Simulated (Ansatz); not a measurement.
Energy needed to pull apart SiNHTe (SMILES N1=[SiH][Te]1), closed shell, into free ground-state atoms, from the structure below (displaced at random from a GFN2-xTB minimum); no zero-point or spin–orbit terms; open-shell atoms are treated unrestricted, in their ground-state multiplicity.

N1  (0.474, -1.069, -0.660)
Si2  (0.293, 0.367, -0.114)
Te3  (-1.321, -1.136, 0.963)
H4  (0.501, 1.862, -0.054)
(Å)

Program: Ansatz 0.2.0. Basis: def2-TZVPP. Cores are frozen in the correlated methods. Filled d shells of the heavier atoms are correlated. Core potentials replace the inner electrons of the atoms past krypton. The def2 sets are not built for correlating such inner shells, so the correlated values are less sure here.

```csv
method,atomization energy (eV)
PBE-D4,10.16
r2SCAN-D4,9.35
PBE0-D4,9.23
LC-wPBE,8.62
wB97X-V,9.23
wB97M-V,9.13
HF,3.09
MP2,?
CCSD,?
CCSD(T),8.76
```

Task: What does MP2 give? (An estimate is asked for; the value comes from the calculation.)

Result: By the calculation: 9.26 eV, which is about 0.50 eV more than CCSD(T)/def2-TZVPP.

Task: What does CCSD give? (Judge from chemistry; the value comes from the calculation.)

Result: The calculation gives: 8.07 eV, which is about 0.68 eV less than CCSD(T)/def2-TZVPP.

In triple zeta the MP2 and coupled-cluster atomization energies are still short of their basis limit by a few kcal/mol a bond, whereas those of the functionals are nearly converged, so these differences are not deviations from converged CCSD(T).

T1 diagnostic: at most 0.022. The restricted Hartree–Fock reference is unstable towards an unrestricted one here.

For scale, one of the runs: CCSD(T)/def2-TZVPP forces, 137 basis functions (an equivalent command: `ansatz run in.yaml --threads 4`). The run took 67 s on 4 CPU threads (shared host), with 1.4 GiB of host memory at its peak.
